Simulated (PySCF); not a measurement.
**Te²⁺: excitation energy**

Te²⁺ [Kr] 4d10 5s2 5p2 (3P) → Te²⁺ [Kr] 4d10 5s2 5p1 6s1 (3P), as a difference of total energies. Calculation: PySCF 2.14, in aug-cc-pVQZ-PP with one added diffuse shell each of s, p, d, f, g type with ECP28MDF (8s8p6d4f3g, 117 functions); a scalar-relativistic core potential. Correlated levels: valence: 4s2 4p6 4d10 frozen. The calculations carry no spin-orbit coupling.

```
           method  excitation energy (eV)
              UHF                  13.021
              LDA                  12.808
              PBE                  12.695
             PBE0                  12.910
           r2SCAN                  13.223
    MP2 (valence)                  13.022
SCS-MP2 (valence)                  13.042
```

The promoted electron is Rydberg-like, and one or two diffuse shells describe it only roughly, which tends to raise the upper state.
